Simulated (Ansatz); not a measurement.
CH5B2N can be A, `BB1CN1`, or B, `BBC=N`.

Isolated molecules relaxed with PBE0-D4/def2-TZVP in Ansatz; ΔE leaves out vibrations. CCSD(T)/CBS adds triple-zeta CCSD(T) − MP2 to the extrapolated MP2 energy (def2 sets, frozen cores). Functionals use def2-TZVPP. B3LYP here is the variant with VWN-RPA as its local correlation; programs differ in this. One conformer a species, not always the lowest.

A:

Z-matrix (Å, degrees):
```
C
B 1 1.590
N 1 1.443 2 52.8
H 1 1.088 2 121.4 3 101.4
H 1 1.090 2 118.9 3 -105.3
B 2 1.632 1 146.8 3 176.0
H 3 1.003 1 134.0 2 -154.0
H 6 1.198 2 121.0 1 -76.7
H 6 1.197 2 122.0 1 98.7
```

B:

Z-matrix (Å, degrees):
```
B
B 1 1.634
H 1 1.199 2 121.5
H 1 1.199 2 122.2 3 179.7
C 2 1.562 1 122.8 3 -95.2
H 2 1.203 1 121.0 3 85.9
N 5 1.274 2 124.8 1 -74.1
H 5 1.099 2 119.1 1 109.1
H 7 1.023 5 111.5 2 3.6
```

(1) Which isomer does CCSD(T)/CBS put lower? Give the gap. (An estimate is asked.)

(2) Give E(B) − E(A) in kJ/mol with BLYP-D4, CCSD(T)/def2-SVP, B3LYP-D4, ωB97M-V, CCSD(T)/def2-TZVPP, MP2/def2-TZVPP, CCSD/def2-TZVPP. (An estimate is asked.)

(3) Does the order hold for the free energy at 298.15 K (harmonic terms from PBE0-D4)? (Estimate.)

Largest T1 diagnostic: 0.015.

## Answers

(1) Computed: A, by 68.5 kJ/mol.

(2) Computed: BLYP-D4 55.1, CCSD(T)/def2-SVP 76.4, B3LYP-D4 63.4, ωB97M-V 76.1, CCSD(T)/def2-TZVPP 65.2, MP2/def2-TZVPP 80.8, CCSD/def2-TZVPP 64.1. None reverses the order clearly.

(3) Ansatz gave: Yes: G(B) − G(A) = +57.6 kJ/mol, for one conformer each.

Leaving LDA and LC-ωPBE aside and taking each functional with its dispersion term where it has one, the values, not all of them listed here, spread over 30.0 kJ/mol, from BLYP-D4 to PBE-QIDH. LDA lies +28.3 kJ/mol from PBE without D4. In def2-TZVPP, CCSD(T) changes the Hartree–Fock value by +22.5 kJ/mol (the triples alone add +1.1 kJ/mol) and MP2 by +38.1 kJ/mol.
